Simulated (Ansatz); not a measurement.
A nudged elastic band was laid between two geometries of AsH3 + C2H7Al (14 atoms, charge 0, multiplicity 1).

Level of theory: Ansatz, RKS PBE0-D4/def2-SVP.

```
movable images  : 5
climbing image  : yes
spring          : 5.0 eV/Å²
optimiser       : quadratic models (default)
start path      : through a guess of the saddle point
force threshold : 0.03 eV/Å
iteration limit : 60
end points      : relaxed
```

Image 0:

```xyz
14
Properties=species:S:1:pos:R:3
Al -0.640 0.650 0.121
H -1.772 1.277 -0.825
C 1.019 1.667 0.395
C -1.088 -0.903 1.234
H -0.243 -0.157 -1.985
As 0.731 -1.314 -2.265
H 1.370 2.165 -0.524
H 1.844 1.050 0.788
H 0.842 2.468 1.135
H -1.569 -0.560 2.169
H -0.202 -1.487 1.532
H -1.803 -1.586 0.747
H -0.101 -2.297 -1.451
H 1.613 -0.973 -1.071
```

Image 6:

```xyz
14
Properties=species:S:1:pos:R:3
Al 0.096 -0.089 -0.035
H -1.685 1.213 -0.807
C 1.089 1.553 0.374
C -1.178 -0.884 1.226
H -1.448 0.894 -1.463
As 0.692 -1.318 -2.075
H 1.393 2.102 -0.534
H 2.020 1.300 0.913
H 0.524 2.245 1.020
H -1.691 -0.132 1.849
H -0.638 -1.555 1.917
H -1.945 -1.499 0.728
H 0.592 -2.659 -1.355
H 2.178 -1.172 -1.759
```

(1) What changes between the two ends?

(2) Give the energies along the band, and the barrier.

(3) What is the geometry of the highest image?

(4) What are the harmonic wavenumbers there?

Results:

(1) Bonds broken: Al1–H2, H5–As6. Bonds formed: Al1–As6, H2–H5. AsH3 + C2H7Al becomes C2H8AlAs + H2.

(2) The run converged. The highest image is number 2 of 0 to 6, 57.9 kJ/mol above the first end and 91.5 kJ/mol above the last; the last end lies 33.7 kJ/mol below the first. A vibrational analysis at the climbing image gives one clearly imaginary mode, 937i cm⁻¹: a first-order saddle point. The orbitals stay closed-shell, which can raise the energy where a bond breaks towards radicals; this wasn't checked here.

```
image  path coordinate (Å)  energy (kJ/mol)  Al1–H2 (Å)  H5–As6 (Å)  Al1–As6 (Å)
    0                 0.00              0.0        1.60        1.54         3.38
    1                 0.64             10.2        1.61        1.57         3.09
    2                 1.27             57.9        1.72        1.88         2.75
    3                 1.91              1.4        2.01        2.38         2.50
    4                 2.55            -27.4        2.23        2.84         2.46
    5                 3.19            -32.7        2.32        3.08         2.46
    6                 3.83            -33.7        2.34        3.14         2.46
```

(3) 
```xyz
14
Properties=species:S:1:pos:R:3
Al -0.275 0.324 0.054
H -1.388 0.882 -1.127
C 1.076 1.702 0.358
C -1.103 -0.964 1.265
H -0.687 0.188 -1.641
As 0.636 -1.053 -2.146
H 1.344 2.222 -0.576
H 2.001 1.268 0.773
H 0.724 2.464 1.071
H -1.583 -0.465 2.122
H -0.348 -1.659 1.670
H -1.871 -1.567 0.755
H -0.146 -2.245 -1.604
H 1.620 -1.097 -0.974
```

(4) 937i, 86, 110, 117, 122, 136, 176, 272, 398, 486, 546, 566, 624, 680, 724, 731, 738, 983, 995, 1154, 1212, 1215, 1418, 1423, 1426, 1427, 1551, 1726, 2191, 2225, 3046, 3047, 3145, 3145, 3153, 3158 cm⁻¹.

Time of the run: 3.5 min on 4 threads of Arm Neoverse N1 (shared host), peak memory 0.34 GiB.
